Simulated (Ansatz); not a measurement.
Frontier orbitals of GeH$_{4}$O (`[OH][GeH3]`).

Total charge 0; spin multiplicity 1. Correlated methods include outer-core shells of Ge, which these sets cover unevenly. Scalar relativity is left out up to krypton. All single points use the PBE0-D4/def2-TZVP geometry. Basis def2-TZVPP, Ansatz.

A caution on the coupled-cluster cation, which keeps the state that its UHF reference found: large T1 diagnostic of the cation.

| functional | HOMO (eV) | LUMO (eV) | gap (eV) |
| --- | --- | --- | --- |
| PBE | -6.82 | -0.77 | 6.05 |
| revPBE | -6.77 | -0.66 | 6.11 |
| BLYP | -6.74 | -0.74 | 6.00 |
| PBE0 | -8.43 | 0.11 | 8.54 |
| B3LYP | -8.19 | -0.20 | 7.99 |
| BHLYP | -9.94 | 0.88 | 10.82 |
| CAM-B3LYP | -9.88 | 1.01 | 10.89 |
| LC-ωPBE | -11.23 | 2.31 | 13.54 |
| ωB97X-V | -10.90 | 2.13 | 13.03 |
| ωB97M-V | -10.79 | 1.82 | 12.61 |
| HF | -12.25 | 3.08 | 15.33 |

What is the vertical ionisation energy at frozen-core CCSD(T)/def2-TZVPP? (An estimate is asked.)

The calculation gave: 11.19 eV (T1 of the cation 0.047).

Against PBE, PBE0 changes HOMO and LUMO by −1.61 and +0.88 eV, ωB97M-V by −3.96 and +2.59 eV. A gap of 6.05 eV thus becomes 12.61 eV for the same molecule, so an orbital gap means little without its functional. A positive LUMO is unbound and depends on the basis. −ε(HOMO) differs from that ionisation energy by −4.37 eV with PBE and −0.41 eV with ωB97M-V.

B3LYP here is the variant with VWN-RPA as its local correlation; programs differ in this. LC-ωPBE has ω = 0.4 bohr⁻¹.
